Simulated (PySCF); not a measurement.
Ti(F)2(OH)2 (F2H2O2Ti), SMILES [OH][Ti]([OH])([F])[F], multiplicity 1. Coordinates come from a B3LYP-D3(BJ)/def2-SVP optimisation. The spin state was assumed, not searched. The structure was generated by enumeration; whether it is a known compound was not checked. One conformer was computed; it need not be the lowest.

Computed equilibrium geometry at B3LYP-D3(BJ)/def2-SVP (PySCF confirms it by a frequency run) as a Z-matrix (one conformer of several):
```
Ti
F 1 1.7533
F 1 1.7560 2 108.27
O 1 1.7668 2 109.71 3 119.59
H 4 0.9639 1 142.45 2 -23.90
O 1 1.7756 2 109.67 3 -119.46
H 6 0.9651 1 133.75 2 -124.71
```
